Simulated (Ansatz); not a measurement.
All numbers were calculated with Ansatz.

A structure relaxed at PBE0-D4/def2-TZVP, charge 0, multiplicity 1:

```xyz
14

C     1.4517    1.4262   -0.0215
N     0.0315    1.2032    0.1348
Si   -0.7315   -0.3064    0.3899
C     0.1339   -1.6160   -0.6105
S    -2.7643    0.0327   -0.2073
H     1.9694    1.6263    0.9255
H     1.6430    2.2670   -0.6946
H     1.9179    0.5470   -0.4703
H    -0.4789    2.0228    0.4247
H    -0.8071   -0.7795    1.8065
H    -0.4238   -2.5529   -0.5412
H     0.1948   -1.3321   -1.6635
H     1.1449   -1.8036   -0.2381
H    -3.2815   -0.7346    0.7656
```

(1) Give its formula and SMILES.

(2) Point group (tolerance 0.08 Å, 0.16 Å for H)?

(3) Summarise the bond lengths by kind.

## Answers

(1) C2H9NSSi, `CN[SiH](C)S`.

(2) C1.

(3) 1 × C–N 1.446 Å; 6 × C–H 1.092 to 1.098 Å; 1 × N–Si 1.711 Å; 1 × H–N 1.008 Å; 1 × C–Si 1.861 Å; 1 × S–Si 2.146 Å; 1 × H–Si 1.495 Å; 1 × H–S 1.343 Å.
